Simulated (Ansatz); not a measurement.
One geometry of the cluster Si₅O₆, several levels of theory.

```yaml
crystal:
  periodic: [false, false, false]
  atoms:
    - {symbol: Si, position_ang: [-2.564792, -0.570201, 1.879645]}
    - {symbol: Si, position_ang: [-2.891921, -0.578413, -1.329163]}
    - {symbol: Si, position_ang: [2.242609, 1.486798, -0.229804]}
    - {symbol: Si, position_ang: [2.089266, -0.922484, -0.204731]}
    - {symbol: Si, position_ang: [-0.131940, -0.125536, 0.009056]}
    - {symbol: O, position_ang: [-0.912312, -0.345332, 1.466974]}
    - {symbol: O, position_ang: [-1.189521, -0.354425, -1.260115]}
    - {symbol: O, position_ang: [0.543279, 1.426981, -0.063499]}
    - {symbol: O, position_ang: [3.094006, 2.776795, -0.308293]}
    - {symbol: O, position_ang: [-3.281114, -0.616764, 0.331536]}
    - {symbol: O, position_ang: [3.002450, -2.177421, -0.291615]}
basis:
  gaussian: {orbitals: def2-TZVP, initial_orbitals: start.molden}
hamiltonian: {xc: pbe, dispersion: d4}
scf: {omitted_lower_state_checks: [starts]}
output: {orbitals: {seedname: orbitals}}
```

The file start.molden holds the orbitals of an earlier run on this structure, at another level or in another basis.

```sh
$ ansatz run in.yaml --threads 4 --pin off --events-out ev --progress --plain --max-ram 6963MiB
```

Shortened log:

```
Functional definition: PBE
2166 factors; their error is unknown
mean field evaluation 1: about -51652.8165 eV, gradient 1.8e1 eV
mean field evaluation 2: about -51653.1580 eV, gradient 4.3e-1 eV
mean field evaluation 4: about -51653.1304 eV, gradient 1.3e-1 eV
mean field evaluation 8: about -51653.1304 eV, gradient 1.0e-5 eV
mean field -51653.13038682 eV, -1898.2175299664 hartree, gradient 1.0e-5 eV, S^2 0.000000; 0 other end points of the search recorded, 0 dependent functions left out
reference -51653.13044023 eV, -1898.2175319291 hartree; 59, 59 occupied and 312, 312 virtual orbitals, 2166 factors
Total energy: -51653.76143748 eV, -1898.2407206503 hartree
Checks for a lower state left out: starts
```

It took 7.5 s on 4 threads of Arm Neoverse V2 on a shared host, peak host memory 0.81 GiB.

As the first input, with `gaussian: {orbitals: def2-SVP, initial_orbitals: start.molden}`, `correlation: {method: ccsd_t}` and without the key `hamiltonian` (abridged; 87 s):

```
Functional definition: HF
mean field -51518.79637549 eV, -1893.2808461049 hartree, gradient 3.8e-6 eV, S^2 0.000000
31 core orbitals not correlated: weight in the atoms' cores, before any rotation towards them, 1.000 or more for the frozen orbitals, at most 0.000 for the correlated occupied ones
second order -41.04945950 eV of doubles, -0.00000000 eV of singles
cycle   1  -39.83156595 eV  change     1.2e0 eV  update   2.5e-1
cycle   2  -41.27661138 eV  change    -1.4e0 eV  update   9.9e-2
cycle   3  -41.75910452 eV  change   -4.8e-1 eV  update   5.4e-2
cycle   4  -41.76560249 eV  change   -6.5e-3 eV  update   1.7e-2
cycle   5  -41.73711345 eV  change    2.8e-2 eV  update   7.2e-3
cycle   6  -41.74061869 eV  change   -3.5e-3 eV  update   3.1e-3
cycle   7  -41.74245499 eV  change   -1.8e-3 eV  update   1.4e-3
cycle   8  -41.74123900 eV  change    1.2e-3 eV  update   6.1e-4
cycle   9  -41.74103877 eV  change    2.0e-4 eV  update   2.6e-4
cycle  10  -41.74153671 eV  change   -5.0e-4 eV  update   1.2e-4
cycle  11  -41.74133891 eV  change    2.0e-4 eV  update   5.1e-5
cycle  12  -41.74130654 eV  change    3.2e-5 eV  update   2.0e-5
perturbative correction -1.52618291 eV, -0.0560861875 hartree
Total energy: -51562.06386494 eV, -1894.8708970145 hartree
Checks for a lower state left out: starts
```

First input, but with `hamiltonian: {xc: pbe0, dispersion: d4}` (abridged; 17 s):

```
Functional definition: PBE0
mean field -51655.47070758 eV, -1898.3035351680 hartree, gradient 7.2e-5 eV, S^2 0.000000
Total energy: -51656.01922212 eV, -1898.3236927057 hartree
Checks for a lower state left out: starts
```

First input, but with `gaussian: {orbitals: def2-SVP, initial_orbitals: start.molden}`, `hamiltonian: {xc: pbe0, dispersion: d4}` (abridged; 4.5 s):

```
Functional definition: PBE0
mean field -51625.53800655 eV, -1897.2035286942 hartree, gradient 1.9e-5 eV, S^2 0.000000
Total energy: -51626.08651499 eV, -1897.2236860074 hartree
Checks for a lower state left out: starts
```

The first input with `gaussian: {orbitals: 6-31G}`, `hamiltonian: {xc: {name: B3LYP}, dispersion: d4}` (abridged; 3 s):

```
Functional definition: B3LYP
mean field evaluation 16: about -51667.3117 eV, gradient 1.3e-3 eV
mean field -51667.31171603 eV, -1898.7386842025 hartree, gradient 3.8e-5 eV, S^2 0.000000
Total energy: -51668.34174143 eV, -1898.7765369376 hartree
Checks for a lower state left out: starts
```

As the first input, with `hamiltonian: {xc: r2scan, dispersion: d4}`, `output: {forces: true, orbitals: {seedname: orbitals}}` (abridged; 16 s):

```
Functional definition: r2SCAN
mean field -51676.00354719 eV, -1899.0581031062 hartree, gradient 2.1e-5 eV, S^2 0.000000
Total energy: -51676.16066764 eV, -1899.0638771760 hartree
Atom 0 force     0.577990     0.110496    -1.308738 eV/Å
Atom 1 force     0.831601     0.114711     1.163070 eV/Å
Atom 2 force    -0.213796     1.095503     0.041984 eV/Å
Atom 3 force     0.833765    -1.072066    -0.092938 eV/Å
Atom 4 force    -0.905494     0.423356     0.102239 eV/Å
Atom 5 force    -0.363130     0.051197    -0.734535 eV/Å
Atom 6 force    -0.205488     0.057382     0.791941 eV/Å
Atom 7 force     0.673590    -0.767745    -0.069632 eV/Å
Atom 8 force    -0.847377    -1.309144     0.071786 eV/Å
Atom 9 force     0.541466     0.024969    -0.055412 eV/Å
Atom 10 force    -0.923128     1.271340     0.090234 eV/Å
Dipole moment:    -1.083275    -0.331849     0.103714 e Å
Checks for a lower state left out: starts
```

The first input with `hamiltonian: {xc: {name: B97M-V}}` (abridged; 29 s):

```
Functional definition: B97M-V
mean field -51671.48933320 eV, -1898.8922088018 hartree, gradient 2.3e-5 eV, S^2 0.000000
Total energy: -51671.48941293 eV, -1898.8922117317 hartree
Checks for a lower state left out: starts
```

Geometry: PBE-D4/def2-SVP.

B3LYP takes the VWN-RPA correlation. Correlated methods freeze 31 core orbitals. At CCSD(T)/def2-SVP T1 of the charge 0 singlet is large (up to 0.024), so the single-reference result is doubtful. The structure comes from a short search, and lower isomers may exist.
